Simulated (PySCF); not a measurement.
Gas-phase reaction: SeF4 + 4 H + GeH2F2 = GeSe + 6 HF

Energies from PySCF (xtb for GFN2), thermal terms from the rigid-rotor harmonic-oscillator model, ideal gas at 1 bar. † marks an energy on the PBE0/def2-TZVP geometry and frequencies; other levels use their own. MP2 and CCSD(T) freeze the core. 6-31G* has spherical d functions here. Open shells (unrestricted): H (multiplicity 2); the rest are closed-shell singlets. GFN2 has no spin-polarisation term. B3LYP is the form with VWN-RPA correlation. Ge, Se: all electrons, no relativistic terms. GeH2F2: computed as isolated molecules; such fragments, hydroxides, amides, oligomers or adducts are transient or little studied in the gas. MP2 isn't extrapolated to the basis-set limit. CCSD(T) isn't extrapolated to the basis-set limit. Warning, point group unlike the PBE0 one: SeF4 (GFN2-xTB).

```
level              ΔH°(298 K), kJ
-----------------  --------------
B3LYP/6-31G*                    …
B3LYP/def2-TZVP†                …
CCSD(T)/def2-SVP†           -1015
GFN2-xTB                     -773
HF/6-31G*                    -734
HF/def2-TZVP†                -833
M06-2X/def2-TZVP†            -931
MP2/def2-TZVPP†                 …
PBE0/def2-QZVP†                 …
PBE0/def2-TZVP               -923
r2SCAN/def2-TZVP†            -874
```

What belongs in the gaps?


- B3LYP/6-31G*, ΔH°(298 K), kJ: -780
- B3LYP/def2-TZVP†, ΔH°(298 K), kJ: -973
- MP2/def2-TZVPP†, ΔH°(298 K), kJ: -984
- PBE0/def2-QZVP†, ΔH°(298 K), kJ: -952
